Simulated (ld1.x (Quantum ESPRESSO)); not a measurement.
## Configuration tests for C (Z = 6) (ultrasoft)

```json
{"Element": "carbon", "Generator": "ld1.x (Quantum ESPRESSO) 7.5", "Type": "ultrasoft", "Functional": "PBE", "Relativity": "scalar-relativistic", "Frozen core": "[He]", "Valence charge": "4", "Reference configuration": "2s2 2p2", "Partial waves": "2s (bound): rcut 1.05, rcutus 1.35 bohr; 2s channel at 1.6 Ry: rcut 1.05, rcutus 1.35 bohr; 2p (bound): rcut 1.45, rcutus 1.95 bohr; 2p channel at 0.1 Ry: rcut 1.45, rcutus 1.95 bohr; 3d channel at 0.35 Ry: rc 1.55 bohr", "Local potential": "the d channel", "Core correction": "a·sin(br)/r model core inside 1.20 bohr", "Augmentation charge": "PSQ, inside the norm-conserving radii"}
```

Energies are relative to the spin-unpolarised reference configuration 2s2 2p2; without spin polarisation the order of configurations can differ from experiment.

| valence configuration | charge | ΔE all-electron (eV) | error AE − PS (meV) |
| --- | --- | --- | --- |
| 2s2 2p1 | +1 | 10.862 | +11 |
| 2s2 2p0 | +2 | 35.018 | +117 |
| 2s1 2p0 | +3 | 83.212 | +293 |
| 2s1 2p3 | 0 | 8.478 | +1.8 |
| 2s2 2p1.5 | +0.5 | 3.963 | +1.5 |
| 2s2 2p2.3 | -0.3 | -1.158 | +0.2 |

Problem. What are ΔE and the potential's error for 2s0 2p4?

Solution. ΔE = 16.975 eV all-electron; the error (AE − PS) is +7.0 meV.

Levels in the configuration 2s2 2p0:

```csv
level,all-electron (eV),pseudo (eV)
2s,-40.379,-40.268
```
